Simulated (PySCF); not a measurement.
C3H9As.
SMILES with atom numbers: `[CH3:1][As:2]([CH3:3])[CH3:4]` (hydrogens: H5, H6, H7 on C1; H8, H9, H10 on C3; H11, H12, H13 on C4)

A GFN2-xTB structure was refined with PBE0-D3(BJ)/def2-SVP geometry optimisation, gas phase in PySCF. Its GFN2-xTB values:

| coordinate | GFN2-xTB |
| --- | --- |
| C1–As2 | 1.975 Å |
| C1–H5 | 1.089 Å |
| C1–As2–C3 | 96.4° |
| As2–C1–H5 | 110.8° |
| As2–C1–H6 | 110.3° |
| H5–C1–H6 | 108.7° |
| H6–C1–H7 | 108.0° |

**Question.** How do these coordinates change at the PBE0-D3(BJ)/def2-SVP level?

**Answer.** 
| coordinate | PBE0-D3(BJ)/def2-SVP (Å or °) | change |
| --- | --- | --- |
| C1–H5 | 1.101 | +0.012 |
| C1–As2 | 1.966 | -0.009 |
| As2–C1–H5 | 111.6 | +0.8 |
| As2–C1–H6 | 109.5 | -0.8 |
| C1–As2–C3 | 97.0 | +0.6 |
| H5–C1–H6 | 109.1 | +0.4 |
| H6–C1–H7 | 108.1 | +0.1 |

The energy falls by 0.026 eV over 4 energy and gradient evaluations, the largest force component goes from 0.0080 to 7.9e-05 Eh/bohr, and the atoms move by 0.021 Å rms after alignment. Among the bonds, 9 bonds (C1–H5, C1–H6, C1–H7, C3–H8, C3–H9, C3–H10 and others) change most and about equally (+0.011 to +0.012 Å). Bonds longer at the end by more than 0.005 Å: 9 of 12; shorter: 3. Rotational constants go from 4678, 4674, 3429 to 4714, 4714, 3426 MHz.

The run used 119 basis functions and 22 SCF cycles in all. Hardware: Arm Neoverse V2, one thread, no GPU, shared host. Cost: 22 s, 0.49 GiB resident at most.

Stationary, but not proved a minimum.
